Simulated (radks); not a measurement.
Fractional charge and spin in the 5p shell of holmium: the spin-up occupation runs from 2 to 3 and the spin-down occupation from 2 to 3; the fullest corner is Ho+, [Kr] 4d10 4f(up 5.5, down 5.5) 5s2 6s(up 0.5, down 0.5) 5p(up 3, down 3). All-electron calculation, scalar-relativistic Kohn-Sham, LDA (Slater exchange, Perdew-Wang correlation), spin-polarised, spherical densities, finite nucleus; Fermi nuclear charge, rms radius of each element as measured or else 0.836 A^(1/3) + 0.57 fm. Program: a radial shooting solver on a logarithmic mesh with Libxc functionals. Energy (eV) minus the two flat planes that join the four corners (they meet along the diagonal where the two added fractions sum to one electron); zero is where a piecewise linear energy would lie.

\begin{tabular}{lrrr}
down \ up & 2 & 2.5 & 3 \\ \hline
2 & 0.000 & -1.633 & 0.000 \\
2.5 & -1.633 & 0.189 & -1.507 \\
3 & 0.000 & -1.507 & 0.000 \\
\end{tabular}

Corners above the fullest one (they belong to Ho2+ and the next ion): (up 3, down 2) 38.539 eV, (up 2, down 3) 38.539 eV, (up 2, down 2) 90.410 eV. With half an added electron in each spin the energy lies 0.189 eV from the planes, and with half an added electron in spin up alone -1.633 eV. The planes are only a guide here: the flat-plane condition holds for ground states with one frontier orbital, while this shell lies below other occupied shells, so the corners above the fullest one are inner-hole states and not the ground states of those ions.
